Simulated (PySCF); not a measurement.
## Spinor energies of Sb³¹⁺ (antimony, charge +31)

Start: [Ar] 3d2; 3d3/2 filled at m_j = +1/2, +3/2. Calculated with PySCF 2.14 in an uncontracted even-tempered set (16 s from 5.2 bohr⁻², ratio 2.8; 12 p from 6.8 bohr⁻², ratio 2.8; 8 d from 6.8 bohr⁻², ratio 2.8; 3 f from 21 bohr⁻², ratio 3): generalised Hartree-Fock with the X2C-1e Hamiltonian and a Gaussian nucleus; one run each with spin-orbit coupling (SO) switched off, then screened by Boettger's factors.

| spinor shell | electrons | ε, spin-free (eV) | ε, screened SO (eV) | weight of nominal j (screened SO) | rms radius, screened SO (bohr) |
| --- | --- | --- | --- | --- | --- |
| 1s1/2 | 2 | -32150.7 | -32147.1 | 1.000 | 0.0325 |
| 2s1/2 | 2 | -6226.2 | -6224.6 | 1.000 | 0.132 |
| 2p1/2 | 2 | -5740.4 | -5921.4 | 1.000 | 0.114 |
| 2p3/2 | 4 | -5740.4 | -5656.7 | 1.000 | 0.118 |
| 3s1/2 | 2 | -2216.5 | -2216.1 | 1.000 | 0.328 |
| 3p1/2 | 2 | -2050.9 | -2097.7 | 0.994 | 0.317 |
| 3p3/2 | 4 | -2050.9 | -2029.0 | 0.997 | 0.327 |
| 3d3/2 | 2 | -1866.8 | -1872.0 | 0.982 | 0.287 |

```tsv
quantity	spin-free	screened SO
E (hartree)	-5798.86460	-5800.99475
M_J	2	2
⟨J²⟩	8.001	6.112
⟨L²⟩	12.001	10.664
⟨S²⟩	2.000	1.614
```

Each row is a mean over spinors that exchange with the open shell spreads, by up to 20.440 eV (3p1/2).

⟨J²⟩ departs a little from M_J(M_J + 1) because the unrestricted spinors polarise the closed shells.

Breit and QED terms are absent; they matter most for the inner s and p1/2 levels.

Densities and radii are taken from the X2C orbitals without a picture-change correction, which distorts them close to the nucleus.

Without spin-orbit coupling the j labels of p, d and f shells carry no meaning; the spin-free column gives the mean over the occupied spinors of each nl shell, and its ⟨J²⟩ belongs to a mixture of degenerate components.
